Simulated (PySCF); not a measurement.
A GIAO shielding run with PySCF 2.14 (density fitting, non-relativistic, gas phase) on `InChI=1S/C7H8O3S/c1-10-11(8,9)7-5-3-2-4-6-7/h2-6H,1H3`:

```
{"job": {"kind": "nmr", "xc": "PBE0", "basis": "pcSseg-1"}, "charge": 0, "multiplicity": 1}
C      3.357160     0.570360     0.040057
O      1.949625     0.526708     0.177713
S      1.262520    -0.712666    -0.623019
O      1.493666    -0.533302    -2.023661
O      1.694313    -1.939982    -0.027749
C     -0.419178    -0.342528    -0.192338
C     -0.948971    -0.885154     0.959921
C     -2.245052    -0.553983     1.321552
C     -2.983556     0.308956     0.526068
C     -2.437429     0.842443    -0.631570
C     -1.140526     0.516592    -0.995091
H      3.798638    -0.331638     0.469783
H      3.621412     0.633474    -1.017924
H      3.701404     1.455039     0.572482
H     -0.342833    -1.559362     1.543026
H     -2.678610    -0.966007     2.220003
H     -3.993311     0.566145     0.809868
H     -3.020281     1.509886    -1.247820
H     -0.678795     0.904269    -1.888763
```

Hardware: 1 thread of an Arm Neoverse V2, shared host. The job also computes population analyses, field gradients, ring-centre shieldings.

**Question.** How large is the calculation?

**Answer.** 90 electrons, 234 basis functions and 1233 auxiliary functions.

**Question.** How long does it take?

**Answer.** 43 s of wall time, with 14 SCF cycles and 5 response iterations. Times on a shared host scatter by some tens of per cent.
